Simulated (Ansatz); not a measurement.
Consider the redistribution: `CBC[SiH2]O` + `CO[SiH](O)F` → `CBO[SiH](O)F` + `CC[SiH2]O`.

Program: Ansatz. Geometries: PBE0-D4/def2-TZVP. ΔE: electronic, gas phase. CBS: MP2 limit from def2 TZ/QZ plus the TZ coupled-cluster correction, frozen cores. Functionals use def2-TZVPP. One conformer a species, not always the lowest.

`CBC[SiH2]O`:

Z-matrix (Å, degrees):
```
C
B 1 1.559
H 1 1.092 2 115.3
H 1 1.097 2 110.5 3 -123.9
H 1 1.098 2 108.9 3 121.9
C 2 1.546 1 123.3 3 -1.3
H 2 1.204 1 118.0 3 176.3
Si 6 1.868 2 110.9 1 89.1
H 6 1.096 2 113.3 1 -27.3
H 6 1.095 2 113.8 1 -153.8
O 8 1.651 6 106.1 2 -179.6
H 8 1.490 6 110.8 2 -59.5
H 8 1.490 6 111.3 2 60.2
H 11 0.958 8 117.4 6 -177.9
```

`CO[SiH](O)F`:

Cartesian coordinates in Å:
```
C 0.078 1.616 -0.121
O -0.574 0.366 -0.026
Si 0.149 -1.084 -0.122
O -0.919 -2.229 0.288
F 1.400 -1.075 0.868
H 0.510 1.762 -1.117
H 0.872 1.708 0.625
H -0.662 2.397 0.053
H 0.668 -1.404 -1.460
H -1.522 -2.057 1.013
```

`CBO[SiH](O)F`:

```xyz
12

C     1.702    1.022    1.110
B     0.937   -0.109    0.362
O    -0.278    0.132   -0.202
Si   -1.317   -0.793   -1.060
O    -2.819   -0.645   -0.474
F    -1.245   -0.254   -2.552
H     1.912    0.714    2.140
H     1.173    1.976    1.126
H     2.686    1.170    0.650
H     1.397   -1.221    0.267
H    -0.963   -2.217   -1.045
H    -3.187    0.227   -0.323
```

`CC[SiH2]O`:

Z-matrix (Å, degrees):
```
C
C 1 1.526
H 1 1.094 2 111.5
H 1 1.093 2 111.3 3 -120.0
H 1 1.093 2 111.8 3 120.2
Si 2 1.868 1 113.6 3 58.5
H 2 1.096 1 110.5 3 -179.4
H 2 1.097 1 110.5 3 -62.4
O 6 1.653 2 112.4 1 59.9
H 6 1.494 2 108.7 1 -61.8
H 6 1.484 2 110.7 1 177.7
H 9 0.957 6 117.6 2 -78.7
```

```tsv
level	ΔE (kJ/mol)
r2SCAN-D4	-158.7
r2SCAN	-158.9
SCS-MP2/def2-TZVPP	-165.0
CCSD/def2-TZVPP	-164.0
```

Problem. What does CCSD(T)/CBS give? (An estimate is asked.)

Solution. The calculation gave: -163.4 kJ/mol. The listed levels differ from it by 4.7, 4.5, -1.6, -0.6 kJ/mol.

Largest T1 diagnostic among the species: 0.012.
